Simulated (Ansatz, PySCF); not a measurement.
The PySCF input:
```python
from pyscf import gto, scf, dft

mol = gto.Mole()
mol.atom = '''
    Ge    0.18961606    0.14465705    0.11687467
    Cl   -0.81013033    2.36575078   -0.06066118
    Cl    2.01410151   -1.47877166    0.11574629
    Cl   -1.55983724   -1.16332174   -0.38022513
    H    -0.01799083    0.06879887    1.78739072
'''
mol.basis = 'cc-pvdz'
mol.charge = -1
mol.spin = 1
mol.verbose = 4
mol.build()

mf = dft.UKS(mol)
mf.xc = 'camb3lyp'
mf.grids.atom_grid = (99, 590)
mf.grids.prune = None
mf.kernel()
```

Task: Give the equivalent Ansatz (an electronic-structure program) input.

Result: One answer among several that fit: 
Ansatz 0.2 input:
```yaml
crystal:
  periodic: [false, false, false]
  atoms:
    - {symbol: Ge, position_ang: [0.18961606, 0.14465705, 0.11687467]}
    - {symbol: Cl, position_ang: [-0.81013033, 2.36575078, -0.06066118]}
    - {symbol: Cl, position_ang: [2.01410151, -1.47877166, 0.11574629]}
    - {symbol: Cl, position_ang: [-1.55983724, -1.16332174, -0.38022513]}
    - {symbol: H, position_ang: [-0.01799083, 0.06879887, 1.78739072]}
basis:
  gaussian:
    orbitals: cc-pVDZ
hamiltonian:
  xc: cam_b3lyp
total_charge: -1
magnetization: {spin_polarized: true, initial_magnetization: 1}
accuracy: high
```

Both were run: PySCF gave -3458.509046 Eh and Ansatz -3458.509046 Eh, 0.000 mEh apart.
